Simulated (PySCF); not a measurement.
Structure problem from calculated spectra and properties.

Elements present: C, F, H, O and Si. Monoisotopic mass: 106.0250 u.

| Property | Result |
| --- | --- |
| NMR, other nuclei | isotropic shieldings of nuclei other than C and H, by class: 302 (1 O), 414 (1 F), 352 (1 Si) ppm [GIAO PBE0/pcSseg-1] |
| XPS | Si2p3/2 107.1, C1s 290.0, C1s 290.7, C1s 291.9, O1s 538.7, F1s 691.9, Si1s 1847.0 eV [ΔSCF SCAN, pcX-2 on the ionised atom, pcseg-1 elsewhere, spin-free X2C, 2p3/2 from a spin–orbit splitting computed afterwards within the 2p shell] |
| Dipole | 1.43 D [wB97X-D/def2-SVPD] |
| Polarisability | 62.2 au [wB97X-D/def2-SVPD] |
| UV, strongest line | among the 8 lowest singlet transitions: S4 at 7.73 eV (160 nm, f = 0.065) [TDDFT wB97X-D/def2-SVPD] |
| Rotational structure | rotational constants A, B, C: 3.779, 2.742, 1.894 GHz [GFN2-xTB] |
| UV, first state | lowest singlet excitation: 6.41 eV (193 nm, f = 0.001) [TDDFT wB97X-D/def2-SVPD] |
| 1H NMR | chemical shifts (computed TMS as zero) by class: 5.32 (1 H), 5.23 (1 H), 2.54 (1 H), 2.31 (1 H), 2.26 (1 H), 1.93 (1 H), 1.62 (1 H) ppm [GIAO PBE0/pcSseg-1] |
| 13C NMR | chemical shifts (computed TMS as zero) by class: 102.4 (1 C), 29.0 (1 C), 23.1 (1 C) ppm [GIAO PBE0/pcSseg-1] |

Gas-phase values; electronic properties from PySCF, density fitting. Levels stand in brackets. Geometry: GFN2-xTB, one conformer, isolated molecule. NMR values are class means; diastereotopic atoms form classes of their own.

Q: Which formula fits the mass and the elements?

A: C3H7FOSi (calculated 106.0250). No other formula that holds each of these elements comes within 0.0003 u with a fitting electron parity and a possible valence count.

Q: Give a SMILES that accounts for the data.

A: Numbering: `[OH:1][Si@@H:2]1[CH2:3][CH2:4][C@@H:5]1[F:6]`. Its formula, C3H7FOSi, gives 1 degree of unsaturation: 1 ring and 0 π bonds in the structure found. 3 carbons fall into 3 classes; from least to most shielded: sp3 C–F carbon [C5] (102.4 ppm), four-membered-ring carbon [C4] (29.0 ppm), ring sp3 carbon bound to silicon [C3] (23.1 ppm). Hydrogen classes from least to most shielded: 1 H on an sp3 C–F carbon, C5 (5.32 ppm), 1 H on an oxygen-bound silicon, Si2 (5.23 ppm), 1 H on a silanol oxygen, O1 (2.54 ppm), 1 H on a four-membered-ring carbon, C4 (2.31 ppm), 1 H on a four-membered-ring carbon, C4 (2.26 ppm), 1 H on an sp3 carbon bound to silicon, C3 (1.93 ppm), 1 H on an sp3 carbon bound to silicon, C3 (1.62 ppm). The other shieldings belong to: 302 ppm, silanol oxygen [O1]; 414 ppm, alkyl fluorine [F6]; 352 ppm, oxygen-bound silicon [Si2]. The core levels belong to: Si2p3/2 107.1 eV, oxygen-bound silicon [Si2]; C1s 290.0 eV, sp3 carbon bound to silicon [C3]; C1s 290.7 eV, four-membered-ring carbon [C4]; C1s 291.9 eV, sp3 C–F carbon [C5]; O1s 538.7 eV, silanol oxygen [O1]; F1s 691.9 eV, alkyl fluorine [F6]; Si1s 1847.0 eV, oxygen-bound silicon [Si2]. The optimised geometry has point group C1 and is an asymmetric top. Structure: `O[Si@@H]1CC[C@@H]1F`. Computed isomers that give other values at the same levels: `O[SiH2]/C=C/CF` (13C chemical shifts (computed TMS as zero) by class: 150.9 (1 C), 131.2 (1 C), 88.2 (1 C) ppm); `O[SiH2]/C=C\CF` (13C chemical shifts (computed TMS as zero) by class: 149.7 (1 C), 133.4 (1 C), 90.0 (1 C) ppm); `O[SiH2]C/C=C/F` (13C chemical shifts (computed TMS as zero) by class: 157.6 (1 C), 113.6 (1 C), 17.5 (1 C) ppm). The assignments are read from this structure; whether some other isomer fits the data as well wasn't checked. The mirror image fits equally.

Shape of the structure used: `[OH:1][Si@@H:2]1[CH2:3][CH2:4][C@@H:5]1[F:6]`: H–O1–Si2–C3 60°.
